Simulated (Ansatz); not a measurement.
Ansatz (a first-principles code) input for GeCl₂, SMILES [Cl][Ge][Cl] (connectivity only; charge and spin as stated), neutral, multiplicity 1, PBE-D3(BJ)/def2-TZVP. 

Ansatz 0.2 input:
```yaml
crystal:
  periodic: [false, false, false]
  atoms:
    - {symbol: Ge, position_ang: [0.00000000, 0.00000000, 0.72246178]}
    - {symbol: Cl, position_ang: [0.00000000, 1.67109776, -0.67996402]}
    - {symbol: Cl, position_ang: [0.00000000, -1.67109776, -0.67996402]}
basis:
  gaussian:
    orbitals: def2-TZVP
hamiltonian:
  xc: pbe
  dispersion: d3bj
relax: {f_tol: 0.002, max_steps: 200}
```

Program output:

```
WARN ansatz: RAYON_NUM_THREADS=1 ignored (pool sized by the plan → 1); use --threads N
Functional definition: PBE
integrals: 0.05 GiB planned
870 factors; their error is unknown
mean field: 0.32 GiB planned
mean field evaluation 1: about -81546.6847 eV, gradient 2.9e1 eV
mean field evaluation 2: about -81541.1620 eV, gradient 5.8e1 eV
mean field evaluation 4: about -81548.0641 eV, gradient 2.0e0 eV
mean field evaluation 8: about -81548.0799 eV, gradient 3.1e-2 eV
mean field evaluation 16: about -81548.0662 eV, gradient 4.8e-5 eV
mean field -81548.06622495 eV, -2996.8361585022 hartree, gradient 4.8e-5 eV, S^2 0.000000; 0 other end points of the search recorded, 0 dependent functions left out
the calculation of the forces begins
reference -81548.06625551 eV, -2996.8361596255 hartree; 33, 33 occupied and 89, 89 virtual orbitals, 870 factors
relax step   1: F+E_penalty+E_count = -81548.15205530 eV  Δ(F+E_penalty+E_count) = +0.000e0 eV  max|allowed force component| = 4.145e-1 eV/Å  Δτ_max = 0.0000 Å  (25 SCF iters, accepted)
these checks for a lower state are left out or cut short: starts, cluster_reference, orbital_swaps, neighbouring_geometries, increment
integrals: 0.05 GiB planned
870 factors; their error is unknown
mean field: 0.32 GiB planned
mean field -81548.07539370 eV, -2996.8364954476 hartree, gradient 5.2e-5 eV, S^2 0.000000; 0 other end points of the search recorded, 0 dependent functions left out
the calculation of the forces begins
reference -81548.07542444 eV, -2996.8364965775 hartree; 33, 33 occupied and 89, 89 virtual orbitals, 870 factors
relax step   2: F+E_penalty+E_count = -81548.16054122 eV  Δ(F+E_penalty+E_count) = -8.486e-3 eV  max|allowed force component| = 1.007e-1 eV/Å  Δτ_max = 0.0266 Å  (25 SCF iters, accepted)
these checks for a lower state are left out or cut short: starts, cluster_reference, orbital_swaps, neighbouring_geometries, increment
integrals: 0.05 GiB planned
870 factors; their error is unknown
mean field: 0.32 GiB planned
mean field -81548.07575612 eV, -2996.8365087665 hartree, gradient 4.9e-5 eV, S^2 0.000000; 0 other end points of the search recorded, 0 dependent functions left out
the calculation of the forces begins
reference -81548.07578688 eV, -2996.8365098967 hartree; 33, 33 occupied and 89, 89 virtual orbitals, 870 factors
relax step   3: F+E_penalty+E_count = -81548.16091138 eV  Δ(F+E_penalty+E_count) = -3.702e-4 eV  max|allowed force component| = 1.326e-3 eV/Å  Δτ_max = 0.0054 Å  (27 SCF iters, accepted)
integrals: 0.05 GiB planned
870 factors; their error is unknown
mean field: 0.32 GiB planned
mean field evaluation 32: about -81539.7559 eV, gradient 6.2e1 eV
mean field -81548.07575612 eV, -2996.8365087665 hartree, gradient 4.9e-5 eV, S^2 0.000000; 1 other end points of the search recorded, 0 dependent functions left out
the calculation of the forces begins
reference -81548.07578688 eV, -2996.8365098967 hartree; 33, 33 occupied and 89, 89 virtual orbitals, 870 factors
Total energy: -81548.16094213 eV, -2996.8396392946 hartree
Atom 0 at     0.000000    -0.000000     0.726950 Å, force    -0.000000     0.000000    -0.001128 eV/Å
Atom 1 at    -0.000000     1.696949    -0.682208 Å, force     0.000000     0.001326     0.000564 eV/Å
Atom 2 at    -0.000000    -1.696949    -0.682208 Å, force     0.000000    -0.001326     0.000564 eV/Å
Dipole moment:    -0.000000     0.000000     0.412741 e Å
```

The run converged.

Cost: roughly 11 core-seconds.
